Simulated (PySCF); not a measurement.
Cartesian coordinates (Å):
SMILES: O=C[SiH2]
```xyz
6

O     -1.7935     0.6518     0.1768
C     -0.9713    -0.2332     0.1671
Si     0.8922     0.0998     0.2438
H     -1.2948    -1.2991     0.1430
H      1.2664     1.4757    -0.1635
H      1.7090    -0.9635    -0.3979
```
Charge 0, spin multiplicity 2.

What is the computed total energy, dipole moment and highest occupied spin orbital (PySCF 2.14.0 with PBE0-D4/def2-TZVP)?


```
Quantity                              Value
-----------------------------  ------------
total energy                   -11002.98 eV
dipole moment                        2.33 D
highest occupied spin orbital      -6.57 eV
```
